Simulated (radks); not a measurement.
Q: Successive ionisation energies (eV) of one element, from differences of total energies of ions in their ground configurations, starting at charge 0: 7.823, 16.108, 34.139, 45.093, 168.04, 208.96, 252.74, 299.22, 348.20, 399.35. All-electron calculation, scalar-relativistic Kohn-Sham, LDA (Slater exchange, Perdew-Wang correlation), spin-unpolarised, spherical densities, finite nucleus; Fermi nuclear charge, rms radius 3.1224 fm. Program: a radial shooting solver on a logarithmic mesh with Libxc functionals. Which element is it?

A: Silicon (Z = 14). The first species listed is Si in [Ne] 3s2 3p2, the last Si9+ in [He] 2s2 2p1.
